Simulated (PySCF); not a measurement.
O$_{4}$Os, triplet, geometry from GFN2-xTB (such geometries of metal compounds can be far from the true shape) (the multiplicity is a formal guess) (core potentials on Os); BLYP/def2-SVP (PySCF).

Input for PySCF:
```python
from pyscf import gto, scf, dft

mol = gto.M(
    atom='''
Os   -0.000000   -0.000000   -0.000000
O     1.255627    0.854038   -0.685662
O     0.906933   -1.043438    0.929958
O    -1.138647   -1.092528   -0.534769
O    -1.023913    1.281929    0.290473
''',
    basis='def2-svp',
    ecp={'Os': 'def2-svp'},
    charge=0,
    spin=2,
    verbose=4,
)

mf = dft.UKS(mol)
mf.xc = 'blyp'
mf.kernel()
```

Task: What does PySCF print? Leave out banner, timings and long lists.

Result: 
```
PySCF version 2.14.0

[INPUT] verbose = 4
[INPUT] num. atoms = 5
[INPUT] num. electrons = 48
[INPUT] charge = 0
[INPUT] spin (= nelec alpha-beta = 2S) = 2
[INPUT] symmetry False subgroup None
[INPUT] Mole.unit = angstrom
[INPUT] Symbol           X                Y                Z      unit          X                Y                Z       unit  Magmom
[INPUT]  1 Os     0.000000000000   0.000000000000   0.000000000000 AA    0.000000000000   0.000000000000   0.000000000000 Bohr   0.0
[INPUT]  2 O      1.255627000000   0.854038000000  -0.685662000000 AA    2.372791144609   1.613897919971  -1.295713394022 Bohr   0.0
[INPUT]  3 O      0.906933000000  -1.043438000000   0.929958000000 AA    1.713854983330  -1.971812047964   1.757365927348 Bohr   0.0
[INPUT]  4 O     -1.138647000000  -1.092528000000  -0.534769000000 AA   -2.151730982558  -2.064578703419  -1.010566949908 Bohr   0.0
[INPUT]  5 O     -1.023913000000   1.281929000000   0.290473000000 AA   -1.934915145382   2.422494721138   0.548914416581 Bohr   0.0

nuclear repulsion = 238.371540739182
number of shells = 36
number of NR pGTOs = 153
number of NR cGTOs = 88
basis = def2-svp
ecp = {'Os': 'def2-svp'}

******** <class 'pyscf.dft.uks.UKS'> ********
method = UKS
initial guess = minao
damping factor = 0
level_shift factor = 0
DIIS = <class 'pyscf.scf.diis.CDIIS'>
diis_start_cycle = 1
diis_space = 8
diis_damp = 0
SCF conv_tol = 1e-09
SCF conv_tol_grad = None
SCF max_cycles = 50
direct_scf = True
direct_scf_tol = 1e-13
number electrons alpha = 25  beta = 23
XC library pyscf.dft.libxc version 7.1.2
    S. Lehtola, C. Steigemann, M. J. T. Oliveira, and M. A. L. Marques,  SoftwareX 7, 1–5 (2018)
XC functionals = blyp
    A. D. Becke,  Phys. Rev. A 38, 3098 (1988)
    C. Lee, W. Yang, and R. G. Parr,  Phys. Rev. B 37, 785 (1988)
    B. Miehlich, A. Savin, H. Stoll, and H. Preuss,  Chem. Phys. Lett. 157, 200 (1989)
radial grids:
    Treutler-Ahlrichs [JCP 102, 346 (1995); DOI:10.1063/1.469408] (M4) radial grids

becke partition: Becke, JCP 88, 2547 (1988); DOI:10.1063/1.454033
pruning grids: <function nwchem_prune>
grids dens level: 3
symmetrized grids: False
atomic radii adjust function: <function treutler_atomic_radii_adjust>
small_rho_cutoff = 0
Set gradient conv threshold to 3.16228e-05
tot grids = 80640
init E= -379.579578867192

cycle= 1 E= -390.819424398326  delta_E= -11.2  |g|= 1.04  |ddm|= 5.83
cycle= 2 E= -388.097660017168  delta_E= 2.72  |g|= 2.77  |ddm|= 2.83

cycle= 3 E= -391.135870599608  delta_E= -3.04  |g|= 0.423  |ddm|= 2.46

cycle= 4 E= -391.211759437669  delta_E= -0.0759  |g|= 0.0683  |ddm|= 0.49

cycle= 5 E= -391.213299903074  delta_E= -0.00154  |g|= 0.0357  |ddm|= 0.0774

cycle= 6 E= -391.213653569973  delta_E= -0.000354  |g|= 0.0208  |ddm|= 0.0515

cycle= 7 E= -391.213834796081  delta_E= -0.000181  |g|= 0.000933  |ddm|= 0.0193

cycle= 8 E= -391.213835201163  delta_E= -4.05e-07  |g|= 0.000427  |ddm|= 0.00122

cycle= 9 E= -391.21383262825  delta_E= 2.57e-06  |g|= 0.00252  |ddm|= 0.00268

cycle= 10 E= -391.213835273855  delta_E= -2.65e-06  |g|= 0.000173  |ddm|= 0.00236

cycle= 11 E= -391.213835285128  delta_E= -1.13e-08  |g|= 5.74e-05  |ddm|= 0.00017

cycle= 12 E= -391.21383528665  delta_E= -1.52e-09  |g|= 7.02e-06  |ddm|= 5.43e-05

cycle= 13 E= -391.213835286674  delta_E= -2.33e-11  |g|= 2.58e-06  |ddm|= 9.11e-06

Extra cycle  E= -391.21383528665  delta_E= 2.35e-11  |g|= 8.09e-06  |ddm|= 9e-06
converged SCF energy = -391.21383528665  <S^2> = 2.0064222  2S+1 = 3.0042784
```
